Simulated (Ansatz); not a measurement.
Mulliken charges of CH5FN2Si, SMILES `NC1(F)N[SiH2]1` from r2SCAN/def2-TZVPP in Ansatz (PBE0-D4/def2-TZVP geometry).

```csv
atom,x (Å),y (Å),z (Å),charge (e)
N1,-0.805,1.103,0.596,-0.332
C2,-0.265,0.239,-0.376,0.192
F3,-0.716,0.548,-1.659,-0.229
N4,-0.337,-1.169,-0.116,-0.342
Si5,1.315,-0.675,-0.089,0.412
H6,-1.820,1.056,0.593,0.137
H7,-0.534,2.061,0.422,0.161
H8,-0.958,-1.510,0.601,0.138
H9,2.175,-1.218,-1.162,-0.064
H10,2.028,-0.486,1.194,-0.074
```

Problem. By hand: the dipole of these point charges (1 e Å = 4.8032 D).

Solution. Σ q r = (0.281, 0.058, 0.331) e Å, of length 0.438 e Å = 2.10 D.

Problem. How does the dipole of the full density compare? (Estimate.)

Solution. Ansatz gave: (0.046, 0.065, 0.382) e Å, 1.87 D; the point charges give 1.12 times that, at 33° from its direction.

Point charges leave out the atoms' own dipoles, such as those of lone pairs, and Mulliken's split depends on the basis, so the two needn't agree.
